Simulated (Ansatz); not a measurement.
The inner images of a band of ClGaH2 + FH (6 atoms, charge 0, multiplicity 1) are given out of order.

Level of theory: RKS B3LYP/def2-TZVP (Ansatz 0.2.0).

First end point:

```xyz
6
Properties=species:S:1:pos:R:3
Ga 0.005 0.050 0.024
Cl 0.005 0.322 2.247
H 1.422 0.168 -0.599
H -1.420 0.086 -0.590
F 0.070 -2.138 0.726
H 0.064 -1.800 1.613
```

Last end point:

```xyz
6
Properties=species:S:1:pos:R:3
Ga 0.016 -0.328 -0.296
Cl 0.015 -0.048 2.521
H 1.428 0.228 -0.633
H -1.429 0.146 -0.621
F 0.067 -2.024 0.335
H 0.049 -1.286 2.113
```

Question: Put them in order from the first end to the last, with their energies above the first end.
A.
```xyz
6
Properties=species:S:1:pos:R:3
Ga 0.007 -0.008 0.004
Cl 0.008 0.209 2.272
H 1.429 0.155 -0.597
H -1.426 0.076 -0.587
F 0.069 -2.087 0.730
H 0.059 -1.657 1.598
```
B.
```xyz
6
Properties=species:S:1:pos:R:3
Ga 0.009 -0.088 -0.040
Cl 0.012 0.105 2.313
H 1.435 0.154 -0.599
H -1.432 0.077 -0.589
F 0.066 -2.031 0.726
H 0.055 -1.529 1.609
```
C.
```xyz
6
Properties=species:S:1:pos:R:3
Ga 0.013 -0.238 -0.156
Cl 0.016 -0.041 2.399
H 1.440 0.176 -0.597
H -1.437 0.100 -0.585
F 0.064 -1.989 0.590
H 0.049 -1.320 1.768
```
D.
```xyz
6
Properties=species:S:1:pos:R:3
Ga 0.015 -0.298 -0.233
Cl 0.016 -0.057 2.467
H 1.436 0.201 -0.603
H -1.435 0.121 -0.593
F 0.065 -2.003 0.455
H 0.049 -1.276 1.927
```
E.
```xyz
6
Properties=species:S:1:pos:R:3
Ga 0.012 -0.173 -0.102
Cl 0.016 0.022 2.358
H 1.440 0.159 -0.602
H -1.436 0.084 -0.590
F 0.063 -1.993 0.687
H 0.051 -1.410 1.669
```

Answer: A (+0.6 kcal/mol), B (+3.1 kcal/mol), E (+7.3 kcal/mol), C (+9.2 kcal/mol), D (+8.3 kcal/mol).

Time of the run: 19 s on 4 threads of AMD EPYC 9B45 (Zen 5) (shared host), peak memory 0.31 GiB.
